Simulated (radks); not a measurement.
Values are calculated unless marked as measured or tabulated.
Fractional charge and spin in the 6s shell of bismuth: the spin-up occupation runs from 0 to 1 and the spin-down occupation from 0 to 1; the fullest corner is Bi, [Xe] 4f14 5d10 6p(up 1.5, down 1.5) 6s(up 1, down 1). Level of theory: scalar-relativistic Kohn-Sham, PBE, spin-polarised, spherical densities, finite nucleus; Fermi nuclear charge, rms radius of each element as measured or else 0.836 A^(1/3) + 0.57 fm (a radial shooting solver on a logarithmic mesh with Libxc functionals). Energy (eV) minus the two flat planes that join the four corners (they meet along the diagonal where the two added fractions sum to one electron); zero is where a piecewise linear energy would lie.

\begin{tabular}{lrrrrr}
down \ up & 0 & 0.25 & 0.5 & 0.75 & 1 \\ \hline
0 & 0.000 & -0.873 & -1.158 & -0.863 & 0.000 \\
0.25 & -0.873 & -1.106 & -0.762 & 0.148 & -0.787 \\
0.5 & -1.158 & -0.762 & 0.197 & -0.690 & -1.039 \\
0.75 & -0.863 & 0.148 & -0.690 & -0.992 & -0.771 \\
1 & 0.000 & -0.787 & -1.039 & -0.771 & 0.000 \\
\end{tabular}

Corners above the fullest one (they belong to Bi+ and the next ion): (up 1, down 0) 18.517 eV, (up 0, down 1) 18.517 eV, (up 0, down 0) 46.635 eV. With half an added electron in each spin the energy lies 0.197 eV from the planes, and with half an added electron in spin up alone -1.158 eV. The planes are only a guide here: the flat-plane condition holds for ground states with one frontier orbital, while this shell lies below other occupied shells, so the corners above the fullest one are inner-hole states and not the ground states of those ions.
